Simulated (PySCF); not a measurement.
C3H9NSi.

```xyz
14

N      2.1200    -0.2317    -0.3361
Si     0.5601     0.3458     0.1104
C     -0.9492     0.3901    -1.0417
C     -1.7739    -0.0713     0.1885
C     -0.6686    -0.7571     1.0346
H      2.2610    -1.0918    -0.8507
H      2.9157     0.3891    -0.4081
H      0.8004     1.6625     0.7789
H     -1.2826     1.3075    -1.5482
H     -0.8900    -0.4160    -1.7933
H     -2.6399    -0.7119    -0.0478
H     -2.1662     0.8071     0.7275
H     -0.7831    -0.7248     2.1276
H     -0.5463    -1.8116     0.7330
```

Coordinates come from a PBE0-D3(BJ)/def2-SVP optimisation. The values are those of a single conformer.

These are HF/pcSseg-1 (PySCF) values and carry that method's errors. Non-relativistic, no solvent.

### Question
Give the absolute GIAO shielding of each atom: isotropic value and principal components (ppm). (An estimate is asked for; the answer gives what the named calculation found.)

### Answer

| atom | σ(iso) | σ11 | σ22 | σ33 | span |
|---|---|---|---|---|---|
| N1 | 247.7 | 227.2 | 246.5 | 269.4 | 42.2 |
| Si2 | 404.9 | 372.6 | 410.1 | 432.0 | 59.4 |
| C3 | 171.3 | 141.3 | 182.2 | 190.5 | 49.1 |
| C4 | 179.1 | 174.2 | 177.6 | 185.5 | 11.3 |
| C5 | 172.9 | 141.2 | 182.6 | 194.7 | 53.5 |
| H6 | 30.9 | 23.3 | 27.6 | 41.9 | 18.6 |
| H7 | 30.5 | 23.0 | 25.7 | 42.9 | 19.9 |
| H8 | 27.4 | 23.8 | 26.2 | 32.1 | 8.3 |
| H9 | 30.7 | 26.1 | 27.5 | 38.6 | 12.4 |
| H10 | 30.8 | 28.0 | 28.3 | 36.2 | 8.2 |
| H11 | 29.9 | 25.0 | 26.9 | 37.8 | 12.8 |
| H12 | 30.6 | 26.4 | 27.9 | 37.5 | 11.1 |
| H13 | 30.6 | 26.0 | 27.3 | 38.7 | 12.7 |
| H14 | 30.7 | 28.0 | 28.2 | 36.1 | 8.1 |
